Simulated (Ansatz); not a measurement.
CH$_{4}$BrClSi, SMILES `[SiH3]C(Cl)Br`. The species carries charge 0 and has multiplicity 1. Correlated methods include outer-core shells of Br, which these sets cover unevenly. Scalar relativity is left out up to krypton.

Z-matrix (Å, degrees):
```
Si
C 1 1.894
H 1 1.483 2 108.5
H 1 1.480 2 107.8 3 120.5
H 1 1.485 2 108.2 3 -119.6
Cl 2 1.769 1 110.0 3 178.3
Br 2 1.945 1 108.7 3 -58.9
H 2 1.087 1 113.8 3 58.0
```

(1) Give the diagnostics of a CCSD(T)/def2-TZVPP run (frozen core, Ansatz). (An estimate is asked.)

Answers

(1) Ansatz gave: T1 = 0.0092, largest single amplitude 0.011, largest double 0.019, (T) share of the correlation energy 3.9 %, 8 CCSD cycles. The RHF solution is stable towards an unrestricted one. T1 lies under the customary mark of 0.02 for closed shells.
